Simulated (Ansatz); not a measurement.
```yaml
crystal:
  periodic: [false, false, false]
  atoms:
    - {symbol: Si, position_ang: [-2.601149, -0.540631, 1.966686]}
    - {symbol: Si, position_ang: [-2.960516, -0.456010, -1.163171]}
    - {symbol: Si, position_ang: [2.245952, 1.502790, 0.020347]}
    - {symbol: Si, position_ang: [2.224721, -0.900304, -0.108038]}
    - {symbol: Si, position_ang: [-0.071854, -0.037770, -0.040609]}
    - {symbol: O, position_ang: [-0.744950, -0.329805, 1.554445]}
    - {symbol: O, position_ang: [-1.253579, -0.363955, -1.275984]}
    - {symbol: O, position_ang: [0.650081, 1.449099, -0.023326]}
    - {symbol: O, position_ang: [3.129801, 2.682008, -0.305622]}
    - {symbol: O, position_ang: [-3.405589, -0.670171, 0.375202]}
    - {symbol: O, position_ang: [3.097121, -2.321471, -0.341675]}
basis:
  gaussian: {orbitals: aug-cc-pVDZ}
hamiltonian: {xc: {name: PBE}}
scf: {omitted_lower_state_checks: [starts]}
relax: {f_tol: 0.001, max_steps: 3}
```

```sh
$ ansatz run in.yaml --threads 4 --pin off --events-out ev --progress --plain --max-ram 6963MiB
```

Output, abridged:

```
Functional definition: PBE
2597 factors; their error is unknown
mean field evaluation 1: about -51600.7010 eV, gradient 1.5e2 eV
mean field evaluation 2: about -51096.3305 eV, gradient 3.9e2 eV
mean field evaluation 4: about -51631.0871 eV, gradient 8.4e1 eV
mean field evaluation 8: about -51645.1448 eV, gradient 8.7e0 eV
mean field evaluation 16: about -51645.1187 eV, gradient 1.4e-1 eV
mean field -51645.11877004 eV, -1897.9231084803 hartree, gradient 6.0e-5 eV, S^2 0.000000; 0 other end points of the search recorded, 0 dependent functions left out
reference -51645.11885478 eV, -1897.9231115943 hartree; 59, 59 occupied and 214, 214 virtual orbitals, 2597 factors
relax step   1: F+E_penalty+E_count = -51645.11877004 eV  Δ(F+E_penalty+E_count) = +0.000e0 eV  max|allowed force component| = 3.837e0 eV/Å  Δτ_max = 0.0000 Å  (40 SCF iters, accepted)
2597 factors; their error is unknown
mean field evaluation 32: about -51645.9999 eV, gradient 2.1e-4 eV
mean field -51645.99990929 eV, -1897.9554897505 hartree, gradient 2.1e-5 eV, S^2 0.000000; 0 other end points of the search recorded, 0 dependent functions left out
reference -51645.99999259 eV, -1897.9554928116 hartree; 59, 59 occupied and 214, 214 virtual orbitals, 2597 factors
relax step   2: F+E_penalty+E_count = -51645.99990929 eV  Δ(F+E_penalty+E_count) = -8.811e-1 eV  max|allowed force component| = 2.444e0 eV/Å  Δτ_max = 0.1914 Å  (43 SCF iters, accepted)
2597 factors; their error is unknown
mean field -51646.44998369 eV, -1897.9720296796 hartree, gradient 1.6e-5 eV, S^2 0.000000; 0 other end points of the search recorded, 0 dependent functions left out
reference -51646.45006679 eV, -1897.9720327335 hartree; 59, 59 occupied and 214, 214 virtual orbitals, 2597 factors
relax step   3: F+E_penalty+E_count = -51646.44998369 eV  Δ(F+E_penalty+E_count) = -4.501e-1 eV  max|allowed force component| = 1.069e0 eV/Å  Δτ_max = 0.2000 Å  (43 SCF iters, accepted)
Error: geometry relaxation did not converge after 3 steps: max|allowed force component| = 1.07e0 eV/Å (threshold 1.0e-3). Raise `relax.max_steps` over both its present limit and 3, loosen `relax.f_tol`, or start from a geometry closer to equilibrium. Where this run's directory can be resumed (`checkpoint.write`), a resume goes on for up to `relax.max_steps` more
```

Problem. What is wrong with this run?

Solution. The relaxation is allowed too few steps for its threshold. The SCF steps converged, but the relaxation ran out of steps.
